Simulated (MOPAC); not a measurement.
Job for MOPAC: PM6 on AsH5S (a complex), monomers drawn apart or pushed together.

```
PM6 1SCF PRECISE CHARGE=0 THREADS=1
AsH5S

S     -0.28019333 1     0.37876062 1     0.35636734 1
H     -0.42542070 1    -0.95568377 1     0.34686382 1
H      1.00566485 1     0.29105727 1     0.73162682 1
As    -0.01224252 1    -0.78093200 1     4.52360096 1
H     -1.48165336 1    -1.02279787 1     4.20518592 1
H     -0.21944949 1     0.72372802 1     4.62883499 1
H     -0.23895848 1    -0.98160346 1     6.02113118 1
```

Program output:

```
*******************************************************************************
 **                                                                           **
 **                              MOPAC v23.2.5                                **
 **                                                                           **
 *******************************************************************************
 ** MOPAC's Digital Object Identifier: https://doi.org/10.5281/zenodo.6511958 **
 **                                                                           **
 ** Please cite the open-source release paper for use of this MOPAC version:  **
 ** J. E. Moussa and J. J. P. Stewart (2026)                                  **
 ** MOPAC: An open-source semiempirical molecular orbital program             **
 ** J. Open Source Softw., 11(119), 8025, https://doi.org/10.21105/joss.08025 **
 *******************************************************************************

                              PM6 CALCULATION RESULTS

 *******************************************************************************
 *  PM6        - The PM6 Hamiltonian to be used
 *
 *
 *
 *                 CHARGE ON SYSTEM = 0
 *
 *
 *
 *  PRECISE    - TIGHTER CRITERIA TO BE USED
 *  1SCF       - DO 1 SCF AND THEN STOP
 *  THREADS=1  - MULTI-THREADING NOT USED
 *  T=         - A TIME OF 172800.0 SECONDS REQUESTED
 *  DUMP=N     - RESTART FILE WRITTEN EVERY 7200.0 SECONDS REQUESTED
 *******************************************************************************
PM6 1SCF PRECISE CHARGE=0 THREADS=1
 AsH5S

   ATOM   CHEMICAL          X               Y               Z
  NUMBER   SYMBOL      (ANGSTROMS)     (ANGSTROMS)     (ANGSTROMS)

     1       S         -0.28019333  *   0.37876062  *   0.35636734  *
     2       H         -0.42542070  *  -0.95568377  *   0.34686382  *
     3       H          1.00566485  *   0.29105727  *   0.73162682  *
     4      As         -0.01224252  *  -0.78093200  *   4.52360096  *
     5       H         -1.48165336  *  -1.02279787  *   4.20518592  *
     6       H         -0.21944949  *   0.72372802  *   4.62883499  *
     7       H         -0.23895848  *  -0.98160346  *   6.02113118  *



          CARTESIAN COORDINATES

    NO.       ATOM           X           Y           Z

     1         S         -0.2802      0.3788      0.3564
     2         H         -0.4254     -0.9557      0.3469
     3         H          1.0057      0.2911      0.7316
     4        As         -0.0122     -0.7809      4.5236
     5         H         -1.4817     -1.0228      4.2052
     6         H         -0.2194      0.7237      4.6288
     7         H         -0.2390     -0.9816      6.0211

 General Reference for PM6:
 "Optimization of Parameters for Semiempirical Methods V: Modification of NDDO Approximations
 and Application to 70 Elements", J. J. P. Stewart, J. Mol. Mod., 13, 1173-1213 (2007)
 URL: https://link.springer.com/article/10.1007/s00894-007-0233-4

           Empirical Formula: H5 S As  =     7 atoms



      MOLECULAR POINT GROUP   :   C1


      RHF CALCULATION, NO. OF DOUBLY OCCUPIED LEVELS = 8


 -------------------------------------------------------------------------------
 PM6 1SCF PRECISE CHARGE=0 THREADS=1
 AsH5S



     1SCF WAS SPECIFIED, SO BFGS WAS NOT USED
     SCF FIELD WAS ACHIEVED


                              PM6 CALCULATION
                                                       MOPAC v23.2.5 Linux




          FINAL HEAT OF FORMATION =          9.85848 KCAL/MOL =      41.24787 KJ/MOL


          COSMO AREA              =        120.48 SQUARE ANGSTROMS
          COSMO VOLUME            =        100.80 CUBIC ANGSTROMS

          IONIZATION POTENTIAL    =          9.428535 EV
          HOMO LUMO ENERGIES (EV) =         -9.429  0.446
          NO. OF FILLED LEVELS    =          8
          MOLECULAR WEIGHT        =        112.0211         POINT GROUP:  C1

          MOLECULAR DIMENSIONS (Angstroms)

            Atom       Atom       Distance
            H     7    S     1     5.82596
            H     2    H     6     2.63895
            H     5    H     3     2.47584


          SCF CALCULATIONS        =          1





   ATOM   CHEMICAL          X               Y               Z
  NUMBER   SYMBOL      (ANGSTROMS)     (ANGSTROMS)     (ANGSTROMS)

     1       S         -0.28019333  *   0.37876062  *   0.35636734  *
     2       H         -0.42542070  *  -0.95568377  *   0.34686382  *
     3       H          1.00566485  *   0.29105727  *   0.73162682  *
     4      As         -0.01224252  *  -0.78093200  *   4.52360096  *
     5       H         -1.48165336  *  -1.02279787  *   4.20518592  *
     6       H         -0.21944949  *   0.72372802  *   4.62883499  *
     7       H         -0.23895848  *  -0.98160346  *   6.02113118  *

                             CARTESIAN COORDINATES

   1    S       -0.280193330     0.378760620     0.356367340
   2    H       -0.425420700    -0.955683770     0.346863820
   3    H        1.005664850     0.291057270     0.731626820
   4   As       -0.012242520    -0.780932000     4.523600960
   5    H       -1.481653360    -1.022797870     4.205185920
   6    H       -0.219449490     0.723728020     4.628834990
   7    H       -0.238958480    -0.981603460     6.021131180


           Empirical Formula: H5 S As  =     7 atoms



      MOLECULAR POINT GROUP   :   C1


                  EIGENVALUES
 -30.26571 -17.56390 -14.50299 -12.10924 -12.09687 -11.78791  -9.79819  -9.42854
   0.44605   1.25173   2.07415   2.18397   2.20471   3.07529   3.63356   3.64485
   3.80937   3.83537  54.94051  54.96264  55.02931  55.12675  55.13382


              NET ATOMIC CHARGES AND DIPOLE CONTRIBUTIONS

  ATOM NO.   TYPE          CHARGE      No. of ELECS.   s-Pop       p-Pop       d-Pop
    1          S          -0.366887        6.3669     1.91882     4.30543     0.14264
    2          H           0.183143        0.8169     0.81686
    3          H           0.184015        0.8160     0.81599
    4         As           0.118431        4.8816     1.74113     3.13148     0.00897
    5          H          -0.039334        1.0393     1.03933
    6          H          -0.037406        1.0374     1.03741
    7          H          -0.041962        1.0420     1.04196
 DIPOLE           X         Y         Z       TOTAL
 POINT-CHG.     1.369    -1.434     0.057     1.983
 HYBRID        -1.040     0.683     0.558     1.363
 SUM            0.329    -0.752     0.615     1.025


          ATOMIC ORBITAL ELECTRON POPULATIONS

     Atom    s        px        py        pz      x^2-y^2     xz        z^2       yz        xy
    1  S   1.91882   1.20550   1.16956   1.93036   0.09112   0.01624   0.03002   0.00206   0.00320
    2  H   0.81686
    3  H   0.81599
    4 As   1.74113   1.09965   1.00886   1.02297   0.00386   0.00057   0.00391   0.00019   0.00044
    5  H   1.03933
    6  H   1.03741
    7  H   1.04196

 **********************
 *                    *
 * JOB ENDED NORMALLY *
 *                    *
 **********************




 == MOPAC DONE ==
```

The run finished.

Cost: roughly 0.020 core-seconds.
